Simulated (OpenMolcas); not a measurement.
Pr4+ with 8 ligands (fluoride) in square antiprismatic coordination (D4d), a polar angle of 58.4° against the regular 57.3°. A charge of +0.5 e stands 2.4 Å behind each ligand. Ligand basis ANO-RCC-VDZP.

| Quantity | Value |
| --- | --- |
| Program | OpenMolcas |
| Method | CASSCF |
| Basis | ANO-RCC-VDZP [7s6p4d2f1g] |
| Scalar Hamiltonian | DKH2, point nucleus |
| Active space | 1 electron in 7 orbitals (4f) |
| State averaging | 2S+1 = 2 odd, 7 roots |
| Spin-orbit coupling | state interaction with AMFI integrals over the reference wave functions |

All ligands move together. At R = 2.15 Å the width of the lowest J multiplet is 628 cm-1, and at R = 2.27 Å it is 542 cm-1.

**Question.** A third run gives 498 cm-1. What distance was it run at?

**Answer.** With a power law R^-n the two known points give n = -ln(542 / 628) / ln(2.27 / 2.15) = 2.71. Then R = 2.15 × (628 / 498)^(1/2.71) = 2.342 Å. The run was at 2.34 Å, so the estimate is off by +0.002 Å.

No measured value stands beside these numbers; the geometry was imposed, not optimised, and the real ion may take another.
